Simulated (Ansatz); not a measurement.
Consider the formal exchange of groups at the Al–B bond: `[AlH2][BH][Al]([Cl])[Br]` + CH₄ → `[CH3][Al]([Cl])[Br]` + `[BH2][AlH2]`.

Isolated molecules relaxed with PBE0-D4/def2-TZVP in Ansatz; ΔE leaves out vibrations. CCSD(T)/CBS is the MP2 limit (def2-TZVPP, def2-QZVPP) plus CCSD(T) − MP2 in def2-TZVPP, frozen cores. This one scheme is used for every species. DFT in def2-TZVPP. For Br outer-core shells are correlated without core-valence functions, which leaves a few kJ/mol of doubt a bond. Scalar relativity is left out up to krypton. One conformer a species, not always the lowest.

CCSD(T)/CBS gives +3.2 kJ/mol.

Question: Another level gave +2.2 kJ/mol. Which?
A. r2SCAN/def2-TZVPP
B. CCSD/def2-TZVPP
C. HF/def2-TZVPP
D. PBE-D4/def2-TZVPP

Answer: B. CCSD/def2-TZVPP 2.2, r2SCAN 6.4, PBE-D4 13.8, HF/def2-TZVPP -3.2 kJ/mol.

Largest T1 diagnostic among the species: 0.010.

At CCSD(T), def2-SVP lies +7.2 kJ/mol from the extrapolated value and def2-TZVPP +0.6 kJ/mol. From PBE to PBE0 (25 % exact exchange), in def2-TZVPP and without D4, ΔE moves by −4.3 kJ/mol. Leaving LDA and LC-ωPBE aside and taking each functional with its dispersion term where it has one, the values, not all of them listed here, spread over 15.7 kJ/mol, from ωB97M-V to PBE-D4.
